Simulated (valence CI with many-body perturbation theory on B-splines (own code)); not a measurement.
# Sensitivity of CI+MBPT for Re XLV

Computed by configuration interaction combined with many-body perturbation theory (CI+MBPT): three valence electrons over a frozen Dirac-Fock core [Ar] 3d10, a basis of 6 s, 6 p, 5 d, 3 f, 1 g functions for each j, with the one-electron correlation potential Σ1, the two-electron term Σ2, the three-electron term Σ3, Breit, model QED; selected CI, second order for the rest, scaled by the run's own slope (own B-spline code, finite nucleus).

No measured spectrum was set against this ion. As an estimate, large intervals hold to a few tenths of a per cent, small ones and those within an open d or f shell to about a per cent.

The reference run has the lowest level (4s^2 4p1/2) J=1/2 and an ionisation energy of 2303.27 eV. Its largest variational space holds 2731 state functions.

Levels are named by their leading jj configuration (3d3/2^4 stands for four electrons in 3d with j = 3/2), which in mixed levels can hold well under half, so a name can repeat and another be missing. Letters in brackets count levels of one name in rising energy.

Reference levels: (4s 4p1/2^2) J=1/2 801193, (4s^2 4p3/2) J=3/2 850847, (4s 4p1/2 4p3/2) J=3/2 [a] 1543140, (4s 4p1/2 4p3/2) J=5/2 1612380, (4s 4p1/2 4p3/2) J=3/2 [b] 1710170, (4s 4p1/2 4p3/2) J=1/2 1730300, (4s^2 4d3/2) J=3/2 2176680, (4s^2 4d5/2) J=5/2 2316850, (4s 4p3/2^2) J=5/2 2474530, (4p1/2^2 4p3/2) J=3/2 2513160, (4s 4p3/2^2) J=1/2 2580820, (4s 4p3/2^2) J=3/2 2610470 cm⁻¹.

(1) Rank these changes by the mean size of the shift of these levels, smallest first.
A. Breit term on → off
B. scale of Σ1 1 → 0
C. size limit of the variational space 10000 → 6000; shift of the energy in Σ1 (hartree) 0 → -18.408

Results:

(1) C (140 cm⁻¹), B (1600 cm⁻¹), A (7700 cm⁻¹).
